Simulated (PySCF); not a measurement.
Molecule: SMILES c1csc(C2CC2)n1, C$_{6}$H$_{7}$NS.

Bonds (- single, = double, # triple, : aromatic): C1:C2, C2:S3, S3:C4, C4-C5, C5-C6, C6-C7, C4:N8, N8:C1, C7-C5. C1 carries H9; C2 carries H10; C5 carries H11; C6 carries H12, H13; C7 carries H14, H15. H13, H14 are cis to C4 on the ring; H12, H15 are trans to C4 on the ring.

Frames of a GFN2-xTB Langevin trajectory at 400 K; GIAO PBE0/pcSseg-1 shieldings in PySCF 2.14.0 with density-fitted response routines, gas phase, non-relativistic; equivalent atoms averaged within each frame.

Chemical shifts δ = σref − σ; ¹³C (186.93 ppm) and ¹H (31.72 ppm) against TMS; ³³S (503.73 ppm) against CS2; ¹⁵N (267.73 ppm) vs NH3, all at this level. The references are static minima.

**Question.** How do the shifts (ppm) fluctuate along the trajectory?

**Answer.** 
```csv
time (fs),C4,C1,C2,C5,C6/C7,S3,N8,H9,H10,H11
250,188.4,144.1,122.3,26.6,18.6,255,332.8,7.49,6.37,2.83
425,180.9,152.5,118.3,16.8,18.6,248,355.1,7.56,6.50,2.74
625,179.1,146.8,136.5,19.9,14.4,316,375.5,8.76,5.97,2.30
800,172.8,148.9,137.4,11.2,12.9,325,348.4,7.77,7.26,2.53
1000,196.9,142.5,137.9,28.4,14.6,323,338.7,7.69,7.13,2.86
mean of frames,183.6,146.9,130.5,20.6,15.8,293,350.1,7.85,6.65,2.65
standard deviation,9.3,3.9,9.4,7.1,2.6,39,16.6,0.52,0.54,0.24
```

5 frames give an uncertainty of the mean of about the standard deviation over 2.2 at best, since frames this close in time may not be independent; classical motion lacks zero-point vibration, and the reference would need the same averaging.
